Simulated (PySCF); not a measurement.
Pb(H)(OH) (H2OPb), SMILES [PbH][OH] (connectivity only; charge and spin as stated), neutral, multiplicity 1.

Geometry: B3LYP-D3(BJ)/def2-TZVP. The def2 effective core potentials stand for the cores of Pb; spin–orbit coupling is left out.

Vertical ionisation energy (IE) and electron affinity (EA) in eV. Rows of orbital energies are one-electron estimates. Where ΔSCF, EOM or ADC give a negative EA the extra electron is unbound and the value depends on the basis.

```
level                                            IE    EA
---------------------------------------------  ----  ----
−ε(HOMO), −ε(LUMO), B3LYP/def2-TZVPD (PySCF)   6.89  2.80
−ε(HOMO), −ε(LUMO), r2SCAN/def2-TZVPD (PySCF)  6.24  3.01
```
